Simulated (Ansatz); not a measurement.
Ansatz (a program for electronic structure) job for Si(CCH)(Me)(OH)2 (C3H6O2Si), SMILES C#C[Si](C)(O)O, B3LYP-D3(BJ)/def2-SVP. 

Ansatz 0.2 input:
```yaml
crystal:
  periodic: [false, false, false]
  atoms:
    - {symbol: C, position_ang: [2.31034343, -0.23919273, 1.44261226]}
    - {symbol: C, position_ang: [1.30545926, -0.14827593, 0.79155229]}
    - {symbol: Si, position_ang: [-0.25389479, 0.01471071, -0.20001251]}
    - {symbol: C, position_ang: [-1.69385049, 0.70188343, 0.81692207]}
    - {symbol: O, position_ang: [-0.48280224, -1.51439116, -0.73552294]}
    - {symbol: O, position_ang: [-0.08231467, 1.07624847, -1.43071226]}
    - {symbol: H, position_ang: [3.19056862, -0.32518494, 2.01268420]}
    - {symbol: H, position_ang: [-2.58469102, 0.83128904, 0.20860925]}
    - {symbol: H, position_ang: [-1.94285337, 0.03702777, 1.63834182]}
    - {symbol: H, position_ang: [-1.44510356, 1.66920166, 1.23881412]}
    - {symbol: H, position_ang: [-1.28001887, -1.76400833, -1.19396944]}
    - {symbol: H, position_ang: [0.60584719, 0.96437802, -2.08094273]}
basis:
  gaussian:
    orbitals: def2-SVP
hamiltonian:
  xc: b3lyp
  dispersion: d3bj
relax: {f_tol: 0.002, max_steps: 200}
```

Program output:

```
WARN ansatz: RAYON_NUM_THREADS=1 ignored (pool sized by the plan → 1); use --threads N
Functional definition: B3LYP
integrals: 0.08 GiB planned
1266 factors; integrals over basis functions are off by at most 3.1e-4 eV
mean field: 0.54 GiB planned
mean field evaluation 1: about -15159.5435 eV, gradient 8.5e1 eV
mean field evaluation 2: about -15150.6521 eV, gradient 1.1e2 eV
mean field evaluation 4: about -15174.0907 eV, gradient 2.8e0 eV
mean field evaluation 8: about -15174.1238 eV, gradient 8.3e-2 eV
mean field evaluation 16: about -15174.1239 eV, gradient 1.8e-5 eV
mean field -15174.12385278 eV, -557.6387661990 hartree, gradient 1.8e-5 eV, S^2 0.000000; 0 other end points of the search recorded, 0 dependent functions left out
the calculation of the forces begins
reference -15174.12410682 eV, -557.6387755349 hartree; 27, 27 occupied and 91, 91 virtual orbitals, 1266 factors
relax step   1: F+E_penalty+E_count = -15174.57354011 eV  Δ(F+E_penalty+E_count) = +0.000e0 eV  max|allowed force component| = 1.761e0 eV/Å  Δτ_max = 0.0000 Å  (27 SCF iters, accepted)
these checks for a lower state are left out or cut short: starts, cluster_reference, orbital_swaps, neighbouring_geometries, increment
integrals: 0.08 GiB planned
1266 factors; integrals over basis functions are off by at most 3.1e-4 eV
mean field: 0.54 GiB planned
mean field -15174.20060132 eV, -557.6415866561 hartree, gradient 7.8e-6 eV, S^2 0.000000; 0 other end points of the search recorded, 0 dependent functions left out
the calculation of the forces begins
reference -15174.20085631 eV, -557.6415960266 hartree; 27, 27 occupied and 91, 91 virtual orbitals, 1266 factors
relax step   2: F+E_penalty+E_count = -15174.65105351 eV  Δ(F+E_penalty+E_count) = -7.751e-2 eV  max|allowed force component| = 7.458e-1 eV/Å  Δτ_max = 0.0510 Å  (32 SCF iters, accepted)
these checks for a lower state are left out or cut short: starts, cluster_reference, orbital_swaps, neighbouring_geometries, increment
integrals: 0.08 GiB planned
1266 factors; integrals over basis functions are off by at most 3.2e-4 eV
mean field: 0.54 GiB planned
mean field -15174.21630053 eV, -557.6421635914 hartree, gradient 8.4e-6 eV, S^2 0.000000; 0 other end points of the search recorded, 0 dependent functions left out
the calculation of the forces begins
reference -15174.21655583 eV, -557.6421729733 hartree; 27, 27 occupied and 91, 91 virtual orbitals, 1266 factors
relax step   3: F+E_penalty+E_count = -15174.66741979 eV  Δ(F+E_penalty+E_count) = -1.637e-2 eV  max|allowed force component| = 2.002e-1 eV/Å  Δτ_max = 0.0352 Å  (32 SCF iters, accepted)
these checks for a lower state are left out or cut short: starts, cluster_reference, orbital_swaps, neighbouring_geometries, increment
integrals: 0.08 GiB planned
1266 factors; integrals over basis functions are off by at most 3.2e-4 eV
mean field: 0.54 GiB planned
mean field evaluation 32: about -15174.2039 eV, gradient 5.9e-3 eV
mean field -15174.22072880 eV, -557.6423263272 hartree, gradient 8.7e-6 eV, S^2 0.000000; 0 other end points of the search recorded, 0 dependent functions left out
the calculation of the forces begins
reference -15174.22098417 eV, -557.6423357117 hartree; 27, 27 occupied and 91, 91 virtual orbitals, 1266 factors
relax step   4: F+E_penalty+E_count = -15174.67221860 eV  Δ(F+E_penalty+E_count) = -4.799e-3 eV  max|allowed force component| = 1.104e-1 eV/Å  Δτ_max = 0.0292 Å  (32 SCF iters, accepted)
these checks for a lower state are left out or cut short: starts, cluster_reference, orbital_swaps, neighbouring_geometries, increment
integrals: 0.08 GiB planned
1266 factors; integrals over basis functions are off by at most 3.3e-4 eV
mean field: 0.54 GiB planned
mean field -15174.22507803 eV, -557.6424861585 hartree, gradient 8.2e-6 eV, S^2 0.000000; 0 other end points of the search recorded, 0 dependent functions left out
the calculation of the forces begins
reference -15174.22533331 eV, -557.6424955396 hartree; 27, 27 occupied and 91, 91 virtual orbitals, 1266 factors
relax step   5: F+E_penalty+E_count = -15174.67738996 eV  Δ(F+E_penalty+E_count) = -5.171e-3 eV  max|allowed force component| = 2.414e-2 eV/Å  Δτ_max = 0.0504 Å  (32 SCF iters, accepted)
these checks for a lower state are left out or cut short: starts, cluster_reference, orbital_swaps, neighbouring_geometries, increment
integrals: 0.08 GiB planned
1266 factors; integrals over basis functions are off by at most 3.3e-4 eV
mean field: 0.54 GiB planned
mean field -15174.22520827 eV, -557.6424909445 hartree, gradient 8.3e-6 eV, S^2 0.000000; 0 other end points of the search recorded, 0 dependent functions left out
the calculation of the forces begins
reference -15174.22546358 eV, -557.6425003271 hartree; 27, 27 occupied and 91, 91 virtual orbitals, 1266 factors
relax step   6: F+E_penalty+E_count = -15174.67753700 eV  Δ(F+E_penalty+E_count) = -1.470e-4 eV  max|allowed force component| = 8.062e-3 eV/Å  Δτ_max = 0.0120 Å  (33 SCF iters, accepted)
these checks for a lower state are left out or cut short: starts, cluster_reference, orbital_swaps, neighbouring_geometries, increment
integrals: 0.08 GiB planned
1266 factors; integrals over basis functions are off by at most 3.3e-4 eV
mean field: 0.54 GiB planned
mean field -15174.22522331 eV, -557.6424914974 hartree, gradient 7.7e-6 eV, S^2 0.000000; 0 other end points of the search recorded, 0 dependent functions left out
the calculation of the forces begins
reference -15174.22547867 eV, -557.6425008818 hartree; 27, 27 occupied and 91, 91 virtual orbitals, 1266 factors
relax step   7: F+E_penalty+E_count = -15174.67756922 eV  Δ(F+E_penalty+E_count) = -3.222e-5 eV  max|allowed force component| = 3.757e-3 eV/Å  Δτ_max = 0.0061 Å  (25 SCF iters, accepted)
these checks for a lower state are left out or cut short: starts, cluster_reference, orbital_swaps, neighbouring_geometries, increment
integrals: 0.08 GiB planned
1266 factors; integrals over basis functions are off by at most 3.3e-4 eV
mean field: 0.54 GiB planned
mean field -15174.22522854 eV, -557.6424916894 hartree, gradient 3.5e-5 eV, S^2 0.000000; 0 other end points of the search recorded, 0 dependent functions left out
the calculation of the forces begins
reference -15174.22548391 eV, -557.6425010742 hartree; 27, 27 occupied and 91, 91 virtual orbitals, 1266 factors
relax step   8: F+E_penalty+E_count = -15174.67757160 eV  Δ(F+E_penalty+E_count) = -2.378e-6 eV  max|allowed force component| = 5.197e-4 eV/Å  Δτ_max = 0.0013 Å  (21 SCF iters, accepted)
integrals: 0.08 GiB planned
1266 factors; integrals over basis functions are off by at most 3.3e-4 eV
mean field: 0.54 GiB planned
mean field evaluation 64: about -15160.0326 eV, gradient 8.4e1 eV
mean field -15174.22522854 eV, -557.6424916894 hartree, gradient 3.5e-5 eV, S^2 0.000000; 1 other end points of the search recorded, 0 dependent functions left out
the calculation of the forces begins
reference -15174.22548391 eV, -557.6425010742 hartree; 27, 27 occupied and 91, 91 virtual orbitals, 1266 factors
Total energy: -15174.67782697 eV, -557.6591243752 hartree
Atom 0 at     2.295641    -0.193323     1.433046 Å, force    -0.000008     0.000005    -0.000147 eV/Å
Atom 1 at     1.272858    -0.145778     0.775004 Å, force     0.000286     0.000066     0.000451 eV/Å
Atom 2 at    -0.278296    -0.005023    -0.198027 Å, force    -0.000171     0.000146     0.000056 eV/Å
Atom 3 at    -1.674034     0.672979     0.825544 Å, force     0.000208     0.000128    -0.000520 eV/Å
Atom 4 at    -0.562449    -1.552747    -0.747067 Å, force     0.000176    -0.000134     0.000131 eV/Å
Atom 5 at    -0.063658     1.063927    -1.457558 Å, force     0.000038    -0.000007    -0.000122 eV/Å
Atom 6 at     3.198708    -0.242355     2.013914 Å, force    -0.000007    -0.000017    -0.000083 eV/Å
Atom 7 at    -2.589974     0.783788     0.222325 Å, force    -0.000212    -0.000076     0.000410 eV/Å
Atom 8 at    -1.894327     0.007173     1.674365 Å, force     0.000084     0.000109    -0.000269 eV/Å
Atom 9 at    -1.410227     1.665679     1.222689 Å, force    -0.000079     0.000067     0.000211 eV/Å
Atom 10 at    -1.371471    -1.677142    -1.257800 Å, force    -0.000239    -0.000167    -0.000402 eV/Å
Atom 11 at     0.723917     0.926508    -1.998060 Å, force    -0.000078    -0.000119     0.000283 eV/Å
Dipole moment:    -0.043470     0.008108    -0.073639 e Å
```

The run converged.

Cost: about 80 core-seconds (a rough figure).
